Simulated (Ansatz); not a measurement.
Relaxation of CH7GaO (10 atoms, charge 0, multiplicity 1), to a largest force component of 0.03 eV/Å in at most 50 steps.

Computed with Ansatz 0.2.0, RKS B3LYP-D4/def2-SVP.

```xyz
10
Properties=species:S:1:pos:R:3
Ga 0.008 0.285 -0.084
H -0.032 0.101 1.482
H 1.380 0.662 -0.756
C -1.701 0.152 -1.075
H -2.243 -0.762 -0.782
H -2.346 1.009 -0.819
H -1.555 0.143 -2.165
O 0.231 -2.509 0.920
H -0.665 -2.871 0.863
H 0.135 -1.757 1.554
```

Problem. Where does it end, and by what steps?

Solution. It converged. The force dipped under the threshold on the way, but the program's further checks kept it going. After 12 steps the energy has fallen by 0.418 eV; H7 moved furthest, 0.74 Å. Joined: Ga1–O8 (2.98 → 2.22 Å).

```json
{"step": "0", "energy less start (eV)": "0.0000", "largest force component (eV/Å)": "0.843", "accepted": "yes"}
{"step": "1", "energy less start (eV)": "-0.0486", "largest force component (eV/Å)": "1.635", "accepted": "yes"}
{"step": "2", "energy less start (eV)": "-0.1864", "largest force component (eV/Å)": "2.207", "accepted": "yes"}
{"step": "3", "energy less start (eV)": "-0.3354", "largest force component (eV/Å)": "0.857", "accepted": "yes"}
{"step": "4", "energy less start (eV)": "-0.3543", "largest force component (eV/Å)": "0.850", "accepted": "yes"}
{"step": "5", "energy less start (eV)": "-0.3950", "largest force component (eV/Å)": "0.146", "accepted": "yes"}
{"step": "6", "energy less start (eV)": "-0.4062", "largest force component (eV/Å)": "0.152", "accepted": "yes"}
{"step": "7", "energy less start (eV)": "-0.4149", "largest force component (eV/Å)": "0.054", "accepted": "yes"}
{"step": "8", "energy less start (eV)": "-0.4116", "largest force component (eV/Å)": "0.297", "accepted": "no"}
{"step": "9", "energy less start (eV)": "-0.4164", "largest force component (eV/Å)": "0.026", "accepted": "yes"}
{"step": "10", "energy less start (eV)": "-0.4168", "largest force component (eV/Å)": "0.110", "accepted": "yes"}
{"step": "11", "energy less start (eV)": "-0.4171", "largest force component (eV/Å)": "0.196", "accepted": "yes"}
{"step": "12", "energy less start (eV)": "-0.4178", "largest force component (eV/Å)": "0.012", "accepted": "yes"}
```

```xyz
10
Properties=species:S:1:pos:R:3
Ga -0.041 0.165 0.167
H -0.209 0.517 1.708
H 1.343 0.463 -0.530
C -1.693 0.002 -0.943
H -2.515 -0.501 -0.404
H -2.059 1.007 -1.212
H -1.510 -0.537 -1.887
O 0.193 -2.013 0.508
H -0.637 -2.460 0.282
H 0.339 -2.192 1.449
```

Whether the end is a true minimum wasn't checked by a vibrational analysis.

Run time: 33 s on 2 threads of Arm Neoverse V1, with other jobs on the host, peak memory 0.2 GiB.
